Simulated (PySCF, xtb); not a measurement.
BBr2, SMILES Br[B+]Br, charge +1.

xtb with GFN2-xTB at its own geometry gives an orbital gap of 4.51 eV.

The structure is a stationary point at TPSSh-D3(BJ)/def2-TZVP.

Question: What does PBE/def2-TZVPD in PySCF give? (The exact figures need the calculation; the answer reports its results.)

Answer: gap 5.28 eV (levels -14.27 and -8.99 eV).
